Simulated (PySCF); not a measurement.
C6H14O3, triplet, at the geometry of the source list (a higher spin typed on purpose: for a closed-shell molecule this is an excited state) (in this run its highest filled SCF level lies above zero, so its values depend strongly on the basis, on diffuse functions most of all). Base run: HF/STO-3G (PySCF).

PySCF was given this input:
```python
from pyscf import gto, scf

mol = gto.Mole()
mol.atom = '''
    C    -4.34860000    0.20570000   -0.28640000
    O    -3.33500000    0.98350000    0.30130000
    C    -2.03970000    0.74410000   -0.19220000
    C    -1.39430000   -0.52630000    0.39980000
    O    -0.10350000   -0.77260000   -0.10560000
    C     0.91840000    0.00900000    0.46900000
    C     2.24540000   -0.43400000   -0.13880000
    O     3.27350000    0.33790000    0.42930000
    C     4.54470000    0.01450000   -0.07090000
    H    -5.28380000    0.54890000    0.15120000
    H    -4.22770000   -0.86310000   -0.07880000
    H    -4.38060000    0.35320000   -1.37380000
    H    -2.04130000    0.66600000   -1.28890000
    H    -1.45500000    1.62160000    0.09510000
    H    -1.98190000   -1.40430000    0.11930000
    H    -1.38260000   -0.44560000    1.49580000
    H     0.94990000   -0.13270000    1.55930000
    H     0.77700000    1.07910000    0.26940000
    H     2.20780000   -0.29660000   -1.23020000
    H     2.40110000   -1.50510000    0.06040000
    H     4.60340000    0.18450000   -1.15370000
    H     5.25250000    0.66540000    0.43700000
    H     4.80020000   -1.03330000    0.13260000
'''
mol.basis = 'sto-3g'
mol.spin = 2
mol.verbose = 5
mol.build()

mf = scf.UHF(mol)
mf.kernel()
mf.analyze()
```

Each row names what was changed in the base input (with any setting that the change needs).

| change | ΔE vs base (mEh) | fitting functions | dipole (D) | outcome |
|---|---|---|---|---|
| base | 0.000 | - | 2.29 | converged |
| auxbasis = cc-pvtz-jkfit | 0.050 | 1131 | 2.29 | converged |
| auxbasis = autoaux | 1.730 | 692 | 2.30 | converged |
| only_dfj = on; auxbasis = def2-universal-jfit | -4.778 | 595 | 2.28 | converged |
| auxbasis = def2-tzvp-ri | -0.820 | 894 | 2.29 | converged |
| auxbasis = cc-pvdz-jkfit | 0.620 | 952 | 2.29 | converged |
| auxbasis = def2-svp-ri | -11.867 | 628 | 2.28 | converged |
| exchange = seminumerical (SGX) (with mf = sgx.sgx_fit(mf, auxbasis='def2-universal-jfit'); with mf.with_df.dfj = True) | - | - | - | cut at the time limit |
| auxbasis = even-tempered beta=3.0 | -1.498 | 339 | 2.30 | converged |
| auxbasis = def2-universal-jfit | 5.635 | 595 | 2.28 | converged |

A fitting set is made for a task (jfit for Coulomb, jkfit for Coulomb and exchange, ri for correlation) and for a family of orbital bases.

Open shells are given as the SCF converged; they aren't shown to be the lowest states, and a large step between rows can be another state.
